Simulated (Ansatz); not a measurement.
Relaxation of CH$_{8}$OSi$_{2}$ (12 atoms, charge 0, multiplicity 1), to a largest force component of 0.02 eV/Å in at most 40 steps.

The calculation used RKS PBE0-D4/6-31G* (Ansatz).

```xyz
12
Properties=species:S:1:pos:R:3
Si 0.000 0.000 0.000
O 0.000 0.000 1.680
C -1.111 -0.344 2.494
H -1.814 -0.978 1.914
H -0.758 -0.904 3.386
H -1.631 0.581 2.821
H 1.377 0.000 -0.486
H -0.688 1.191 -0.486
Si -1.046 -1.812 -0.739
H -1.703 -2.485 0.377
H -2.045 -1.427 -1.731
H -0.078 -2.717 -1.351
```

Where does it end, and by what steps?

The forces met the threshold. The force dipped under the threshold on the way, but the program's further checks kept it going. After 20 steps the energy has fallen by 0.329 eV; H10 moved furthest, 1.06 Å.

| step | energy less start (eV) | largest force component (eV/Å) | accepted |
| --- | --- | --- | --- |
| 0 | 0.0000 | 1.586 | yes |
| 1 | -0.2460 | 0.512 | yes |
| 2 | -0.2659 | 0.185 | yes |
| 3 | -0.2766 | 0.218 | yes |
| 4 | -0.2997 | 0.163 | yes |
| 5 | -0.2944 | 0.485 | no |
| 6 | -0.3061 | 0.048 | yes |
| 7 | -0.3103 | 0.098 | yes |
| 8 | -0.3116 | 0.220 | yes |
| 9 | -0.3178 | 0.103 | yes |
| 10 | -0.3235 | 0.050 | yes |
| 11 | -0.3263 | 0.038 | yes |
| 12 | -0.3250 | 0.167 | no |
| 13 | -0.3257 | 0.182 | no |
| 14 | -0.3273 | 0.022 | yes |
| 15 | -0.3283 | 0.072 | yes |
| 16 | -0.3283 | 0.078 | no |
| 17 | -0.3290 | 0.026 | yes |
| 18 | -0.3292 | 0.020 | yes |
| 19 | -0.3294 | 0.018 | yes |
| 20 | -0.3294 | 0.016 | yes |

```xyz
12
Properties=species:S:1:pos:R:3
Si -0.142 0.043 0.071
O 0.152 -0.140 1.698
C -0.903 -0.374 2.603
H -1.396 -1.340 2.415
H -0.486 -0.393 3.614
H -1.665 0.418 2.557
H 1.182 0.307 -0.551
H -1.033 1.221 -0.174
Si -1.132 -1.845 -0.911
H -2.457 -2.158 -0.299
H -1.350 -1.578 -2.364
H -0.267 -3.053 -0.780
```

Whether the end is a true minimum wasn't checked by a vibrational analysis.

Time of the run: 81 s on 1 thread of Arm Neoverse V2, with other jobs on the host, peak memory 0.17 GiB.
